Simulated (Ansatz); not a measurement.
B2(F)4 (B₂F₄). Charge 0, multiplicity 3. Geometry r2SCAN-D4/def2-SVP, that of the neutral singlet; atoms count from 1.

```xyz
6

B     0.253   -0.767   -0.295
F     0.002   -1.884    0.368
F     0.914   -0.889   -1.434
B    -0.254    0.767    0.295
F     0.512    1.489    1.096
F    -1.427    1.284   -0.030
```

At PBE0-D4/def2-TZVP a singlet of charge 0 lies 6.25 eV below the triplet at the same geometry.

Question: Estimate the Mulliken populations from the PBE0/def2-TZVP orbitals of Ansatz.

Answer: 
| atom | charge (e) | spin (α − β) |
| --- | --- | --- |
| B1 | 0.35 | 0.76 |
| F2 | -0.17 | 0.12 |
| F3 | -0.17 | 0.12 |
| B4 | 0.35 | 0.76 |
| F5 | -0.17 | 0.12 |
| F6 | -0.17 | 0.12 |
Mulliken values and Mayer orders depend strongly on the basis.

Question: Where does the spin sit?

Answer: Summed by element: B 1.52, F 0.48, of 2 unpaired in all. Largest on single atoms: B4 0.76, B1 0.76, F5 0.12.

Question: And the Mayer bond orders between bonded heavy atoms (over 0.3)?

Answer: B1–F2 1.24 (1.32 Å); B1–F3 1.24 (1.32 Å); B1–B4 0.90 (1.72 Å); B4–F5 1.24 (1.32 Å); B4–F6 1.24 (1.32 Å).
